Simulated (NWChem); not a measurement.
Two isomers of C3H4BFO, each optimised at PBE0/def2-SVP with NWChem. Flexible species stand in one conformer each, which need not be the lowest. 

A: OB1C=C[C@H]1F
B: CC#CB(O)F

Q: Which is lower in energy, by how much, and how do their other properties compare?

A: B is lower by 43.3 kcal/mol in electronic energy; with zero-point energies, B − A = -44.0 kcal/mol.
|  | A | B |
|---|---|---|
| highest occupied level (eV) | -7.83 | -7.69 |
| orbital gap (eV) | 7.17 | 7.29 |
| dipole (D) | 0.89 | 0.82 |
| highest harmonic frequency (cm⁻¹) | 3900 | 3894 |
| zero-point energy (kcal/mol) | 44.5 | 43.7 |
